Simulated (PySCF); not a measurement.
A species of formula [C5H4O3]+ (doublet) has this rotational fingerprint, computed with PBE0-D3(BJ)/def2-SVP geometry optimisation, gas phase (PySCF):

- Rotational constants: A = 5275, B = 1556, C = 1202 MHz
- Dipole components (about the centre of mass): |μa| = 4.26 D, |μb| = 0.83 D, |μc| = 0.00 D
- Inertial defect: 0.00 u·Å²
- κ: -0.83

Question: Which candidate fits, each taken in the one conformer that was computed?
A. `[O:1]=[C:2]([OH:3])[C+:4]1[CH:5][CH:6]=[CH:7][O:8]1` (charge +1 and doublet state) with O1–C2–O3–H 0°, O1–C2–C4–C5 -174°
B. `[O:1]=[C:2]([OH:3])[C:4]1=[CH:5][O:6][CH:7][CH+:8]1` (charge +1 and doublet state) with O1–C2–O3–H 0°, O1–C2–C4–C5 179°

Answer: B. It is O=C(O)C1=CO[CH][CH+]1, an asymmetric top, point group Cs. The candidates at the same level (rigid rotor, commonest isotopes):

```json
{"SMILES": "O=C(O)C1=CO[CH][CH+]1", "A (MHz)": "5275", "B (MHz)": "1556", "C (MHz)": "1202", "μa (D)": "4.26", "μb (D)": "0.83", "μc (D)": "0.00", "Δ (u·Å²)": "0.00", "point group": "Cs", "rotor": "asymmetric top"}
{"SMILES": "O=C(O)[C+]1[CH]C=CO1", "A (MHz)": "5129", "B (MHz)": "1659", "C (MHz)": "1254", "μa (D)": "4.87", "μb (D)": "2.58", "μc (D)": "0.01", "Δ (u·Å²)": "-0.30", "point group": "near Cs", "rotor": "asymmetric top"}
```

`O=C(O)[C+]1[CH]C=CO1` has B 7 % too high. In the right answer the mirror of this Cs structure is the ab plane, so μc vanishes by symmetry (the 0.01 D computed is a residue). No structure here is proved a minimum.
